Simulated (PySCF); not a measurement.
NdB: from constants to spectrum

r²SCAN constants of NdB, octet, about 3.7 electrons in the 4f shell (Mulliken), real f orbitals that mix terms (basis Nd x2c-SVPall, B x2c-SVPall; spin-free X2C with a Gaussian nucleus; PySCF 2.14; masses 141.9077 and 11.0093 u):

```
ωe                     : 472.8 cm⁻¹
ωexe                   : 2.04 cm⁻¹
Be                     : 0.29728 cm⁻¹
αe                     : 0.00174 cm⁻¹
D (centrifugal)        : 4.7e-07 cm⁻¹
De to Nd (4f4 6s2) + B : 2.50 eV
```

(1) Give the vibrational terms G(v) and spacings up to v = 6.

A state of this spin cannot dissociate to the ground-state fragments, so its own limit lies higher than the one that De refers to.

These are scalar-relativistic numbers at best; spin–orbit coupling would shift them, the dissociation energy most. The state is the lowest single determinant that the PBE0 search found; with open d or f shells the true ground state can be another one.

Answers

(1) G(v) = ωe(v+½) − ωexe(v+½)².

```csv
v,G(v) (cm⁻¹),G(v) − G(v−1),Bv (cm⁻¹)
0,235.9,,0.2964
1,704.6,468.7,0.2947
2,1169.2,464.6,0.2929
3,1629.8,460.6,0.2912
4,2086.3,456.5,0.2894
5,2538.7,452.4,0.2877
6,2987.0,448.3,0.2860
```
